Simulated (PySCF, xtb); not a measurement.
C₃H₅BN₂O, SMILES CB(O)/C=N\C#N.

xtb with GFN2-xTB at its own geometry gives an orbital gap of 2.01 eV and a dipole moment of 5.57 D.

The structure is a stationary point at PBE0-D3(BJ)/def2-SVP. The structure was generated by enumeration; whether it is a known compound was not checked. Other conformers were not sampled.

### Question
What does PySCF with B3LYP/def2-TZVP give? (The exact figures need the calculation; the answer reports its results.)

### Answer
gap 4.47 eV (levels -7.75 and -3.28 eV), dipole 4.82 D.
